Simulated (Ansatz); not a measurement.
`CB[SiH2]Cl` + `CC(O)=S` → `CBCC(O)=S` + `[SiH3]Cl`  (formal exchange of groups at a B–Si bond)

Gas-phase electronic energies from Ansatz, PBE0-D4/def2-TZVP geometries. CCSD(T)/CBS is the MP2 limit (def2-TZVPP, def2-QZVPP) plus CCSD(T) − MP2 in def2-TZVPP, frozen cores. This one scheme is used for every species. DFT in def2-TZVPP. B3LYP here is the variant with VWN-RPA as its local correlation; programs differ in this. One conformer a species, not always the lowest.

| level | ΔE (kJ/mol) |
| --- | --- |
| PBE-D4 | -0.2 |
| B3LYP-D4 | -3.3 |
| B2PLYP | -5.0 |
| r2SCAN | -3.9 |
| CCSD(T)/def2-TZVPP | -6.2 |
| MP2/def2-QZVPP | -11.4 |
| MP2/CBS(def2) | -10.8 |
| CCSD/CBS(def2) | -4.7 |

Task: What does CCSD(T)/CBS give? (Best estimate.)

Result: Computed: -5.6 kJ/mol. The listed levels differ from it by 5.4, 2.3, 0.6, 1.7, -0.6, -5.8, -5.2, 0.9 kJ/mol.

Largest T1 diagnostic among the species: 0.017.

In def2-TZVPP, CCSD(T) changes the Hartree–Fock value by −4.4 kJ/mol (the triples alone add −1.0 kJ/mol) and MP2 by −9.6 kJ/mol.
